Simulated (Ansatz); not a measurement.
Input file for Ansatz (a first-principles code): U-CCSD(T)/cc-pV(D+d)Z on C2H4Si (SMILES C#C[SiH3]), a point of a bond scan (R = 1.996 Å). Files ending in .json are basis or fitting sets from the Basis Set Exchange.

Ansatz 0.2 input:
```yaml
crystal:
  periodic: [false, false, false]
  atoms:
    - {symbol: Si, position_ang: [-0.94557569, -0.07811079, -0.46973009]}
    - {symbol: C, position_ang: [0.68460242, 0.05655268, 0.34008738]}
    - {symbol: C, position_ang: [1.76130898, 0.14549575, 0.87495887]}
    - {symbol: H, position_ang: [-1.09162748, 1.31001610, -1.89661569]}
    - {symbol: H, position_ang: [-1.08493276, -1.42239361, -1.06941143]}
    - {symbol: H, position_ang: [-2.01018489, 0.12953739, 0.53507032]}
    - {symbol: H, position_ang: [2.71147110, 0.22398541, 1.34696734]}
basis:
  gaussian:
    orbitals: cc-pV_D+d_Z.json
correlation: {method: ccsd_t, electrons: outside_noble_gas}
scf: {omitted_lower_state_checks: [cluster_reference]}
magnetization: {spin_polarized: true, initial_magnetization: 0}
```

Program output:

```
WARN ansatz: RAYON_NUM_THREADS=1 ignored (pool sized by the plan → 1); use --threads N
Functional definition: HF
these checks for a lower state are left out or cut short: cluster_reference
integrals: 0.08 GiB planned
694 factors; integrals over basis functions are off by at most 1.3e-3 eV
mean field: 0.16 GiB planned
mean field evaluation 1: about -9981.9086 eV, gradient 1.5e1 eV
mean field evaluation 2: about -9981.9124 eV, gradient 1.5e1 eV
mean field evaluation 4: about -9983.6565 eV, gradient 1.5e0 eV
mean field evaluation 8: about -9983.6769 eV, gradient 5.3e-4 eV
mean field evaluation 16: about -9983.6762 eV, gradient 8.9e-2 eV
mean field -9983.67690650 eV, -366.8933591347 hartree, gradient 3.0e-6 eV, S^2 0.000000; 4 other end points of the search recorded, 0 dependent functions left out
7 core orbitals not correlated
reference -9983.67690650 eV, -366.8933591347 hartree; 8, 8 occupied and 56, 56 virtual orbitals, 694 factors
second order -9.67145119 eV of doubles, -0.00000000 eV of singles
coupled cluster: 0.24 GiB planned
cycle   1  -10.17770846 eV  change   -5.1e-1 eV  update   9.2e-2
cycle   2  -10.60376108 eV  change   -4.3e-1 eV  update   3.3e-2
cycle   3  -10.69768092 eV  change   -9.4e-2 eV  update   1.4e-2
cycle   4  -10.70089805 eV  change   -3.2e-3 eV  update   4.1e-3
cycle   5  -10.70074531 eV  change    1.5e-4 eV  update   1.1e-3
cycle   6  -10.70066234 eV  change    8.3e-5 eV  update   3.8e-4
cycle   7  -10.70080206 eV  change   -1.4e-4 eV  update   1.0e-4
cycle   8  -10.70084113 eV  change   -3.9e-5 eV  update   3.5e-5
cycle   9  -10.70083846 eV  change    2.7e-6 eV  update   1.4e-5
perturbative correction -0.42343434 eV, -0.0155609249 hartree
Total energy: -9994.80117930 eV, -367.3021686198 hartree
Checks for a lower state left out: cluster_reference
```

The calculation finished and met its thresholds.

Cost: around 4 core-seconds (rough).
